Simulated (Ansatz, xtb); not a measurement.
Relative energy of two isomers of C6H6N2O

Structure X is `Cc1cncc(C=O)n1`, a singlet and structure Y is `Cc1cnc(C=O)cn1`, a singlet. Both are isolated molecules in the gas phase, relaxed with B3LYP/def2-SVP; the shapes shown needn't be the lowest conformers.

X (Å):

```xyz
15

C    -2.7445   -2.4102    0.0714
C    -1.6452   -1.5744   -0.5265
C    -0.4919   -2.1631   -1.0924
C     0.3548   -0.1228   -1.6121
C    -0.7817    0.4786   -1.0556
C    -0.9449    1.9638   -1.0342
N     0.4956   -1.4501   -1.6282
N    -1.7722   -0.2462   -0.5178
O    -0.1346    2.7392   -1.4816
H    -3.5373   -1.7552    0.4556
H    -2.3662   -3.0335    0.8982
H    -3.1794   -3.0919   -0.6780
H    -0.3814   -3.2543   -1.1029
H     1.1489    0.4938   -2.0444
H    -1.9019    2.2944   -0.5581
```

Y (Å):

```xyz
15

C    -1.5662   -3.0729    0.4176
C    -1.3731   -1.7530   -0.2756
C    -0.2447   -0.9428   -0.0149
C    -0.9888    0.6141   -1.4941
C    -0.7811    1.9259   -2.1730
C    -2.1120   -0.1815   -1.7604
N    -0.0542    0.2243   -0.6149
N    -2.3008   -1.3544   -1.1556
O    -1.5424    2.3960   -2.9847
H    -0.7336   -3.7618    0.1984
H    -2.5049   -3.5315    0.0813
H    -1.6014   -2.9455    1.5122
H     0.5149   -1.2689    0.7057
H     0.1597    2.4417   -1.8555
H    -2.8626    0.1569   -2.4821
```

**Question.** Estimate E(Y) − E(X) at the level CCSD(T)/def2-SVP + ΔMP2/def2-TZVPP.

**Answer.** CCSD(T)/def2-SVP + ΔMP2/def2-TZVPP gives E(Y) − E(X) = −0.19 kcal/mol, slightly favouring structure Y, which is too small a margin to settle the true order.

Level by level:

| level | geometry | E(Y) − E(X) (kcal/mol) | departure from the last row (kcal/mol) | job, with rough time for the two |
| --- | --- | --- | --- | --- |
| GFN2-xTB | GFN2-xTB | −0.41 | −0.21 | optimisation, 0.19 s |
| HF/STO-3G | GFN2-xTB | −0.08 | +0.12 | single point, 0.84 s |
| r2SCAN-D4/def2-SVP | GFN2-xTB | −0.51 | −0.32 | single point, 9 s |
| B3LYP/def2-SVP | B3LYP/def2-SVP | −0.43 | −0.24 | optimisation, 75 s |
| HF/def2-SVP | B3LYP/def2-SVP | −0.52 | −0.33 | part of the CCSD(T) run |
| MP2/def2-SVP | B3LYP/def2-SVP | −0.08 | +0.11 | part of the CCSD(T) run |
| CCSD(T)/def2-SVP | B3LYP/def2-SVP | −0.25 | −0.06 | single point |
| CCSD(T)/def2-SVP + ΔMP2/def2-TZVPP | B3LYP/def2-SVP | −0.19 |  | single point, 5.4 min |

As drawn, both hold the same kinds of bond in the same numbers.

The largest departure from CCSD(T)/def2-SVP + ΔMP2/def2-TZVPP is that of HF/def2-SVP, 0.33 kcal/mol. The last row adds to CCSD(T) the change of the MP2 difference between the two basis sets, here +0.06 kcal/mol.

With thermal terms from frequencies at re-optimised GFN2-xTB minima (ideal gas, soft modes damped towards free rotors, one conformer each, 298.15 K, 1 atm): the zero-point term adds +0.01 kcal/mol; ΔH is −0.20 and ΔG −0.10 kcal/mol.

The correlated steps freeze 9 core orbitals. Programs: Ansatz 0.2.0, xtb 6.7.1; the last row on 2 threads of Arm Neoverse V2 on a shared host.
